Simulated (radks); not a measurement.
Values are calculated unless marked as measured or tabulated.
Task: Species: Sc3+. Configuration: [Ne] 3s2 3p5 3d1 (not the ground configuration). Level of theory: scalar-relativistic Kohn-Sham, BLYP, spin-polarised, spherical densities, finite nucleus; open shells are filled with parallel spins first; Fermi nuclear charge, rms radius 3.5459 fm (a radial shooting solver on a logarithmic mesh with Libxc functionals). Some entries of the table are withheld. Estimate them.

orbital  occ.  eigenvalue (eV)  <1/r> (bohr^-1)
1s up       1        -4436.406            20.77
1s down     1        -4436.067            20.77
2s up       1        -510.1258            4.297
2s down     1        -509.5285            4.299
2p up       3              (1)              (2)
2p down     3              (3)              (4)
3s up       1         -88.6270            1.337
3s down     1         -86.0384            1.333
3p up       3         -66.7708            1.220
3p down     2         -64.2882            1.213
3d up       1              (5)           0.9531
3d down     0              (6)           0.9350

Result: 
(1) 2p up eigenvalue (eV): -424.4746
(2) 2p up <1/r> (bohr^-1): 4.203
(3) 2p down eigenvalue (eV): -423.8161
(4) 2p down <1/r> (bohr^-1): 4.205
(5) 3d up eigenvalue (eV): -34.2226
(6) 3d down eigenvalue (eV): -32.1285
